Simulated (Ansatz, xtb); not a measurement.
C2H4BFO: 3 structures ranked

3 gas-phase structures of C2H4BFO, from a drawn sample of its isomers (lower ones may exist). Each was relaxed with GFN2-xTB:

A. `B[C@@H]1O[C@@H]1F`, a singlet
B. `B[C@@H]1O[C@H]1F`, a singlet
C. `B[C@@]1(F)CO1`, a singlet

**Question.** Make a reasoned guess at their ranking by r2SCAN-D4/def2-SVP single-point energy.

**Answer.** Calculated order at r2SCAN-D4/def2-SVP: A (0.0), B (0.0), C (2.2) kcal/mol. Less than 1 kcal/mol parts A and B, so the order within that pair means little.

Energies above the lowest of each column, in kcal/mol; the last columns are at PBE-D3(BJ)/def2-SVP geometries:

```
structure  GFN2-xTB  HF/STO-3G  r2SCAN-D4/def2-SVP  PBE-D3(BJ)/def2-SVP  CCSD(T)/def2-SVP + ΔMP2/def2-TZVPP
        A       0.2        0.0                 0.0                  0.2                                 0.2
        B       0.0        0.0                 0.0                  0.0                                 0.0
        C       0.4        0.2                 2.2                  2.2                                 2.0
```

Every level run on B puts it lowest or level with the lowest. CCSD(T)/def2-SVP + ΔMP2/def2-TZVPP orders those it was run on as B (0.0), A (0.2), C (2.0) kcal/mol. Less than 1 kcal/mol parts B and A, so the order within that pair means little. Flexible structures stand in one conformer each, not always the lowest. ΔMP2 is the change of the MP2 energy from the smaller to the larger basis.

Programs: Ansatz 0.2.0, xtb 6.7.1.
